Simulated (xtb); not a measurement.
C₃H₆F₂Si, SMILES C/C=C(\F)[SiH2]F. All values are semi-empirical tight-binding results from xtb (GFN2-xTB unless named), good for trends rather than for accurate numbers. Coordinates come from a GFN2-xTB optimisation. The structure was generated by enumeration; whether it is a known compound was not checked. The values are those of a single conformer.

Computed properties:
| Quantity | Result |
|---|---|
| point group as xtb finds it | Cs |
| orbital gap | 4.41 eV |
| dipole moment | 0.41 D |
| zero-point energy | 50.2 kcal/mol |
| G − E(el) at 298.15 K (modified RRHO) | 29.7 kcal/mol |
| static polarisability (D4 model) | 68.0 bohr³ |
| solvation energy, GFN2-xTB/ALPB(water) | -1.0 kcal/mol |
| solvation energy, GFN2-xTB/ALPB(toluene) | -2.9 kcal/mol |
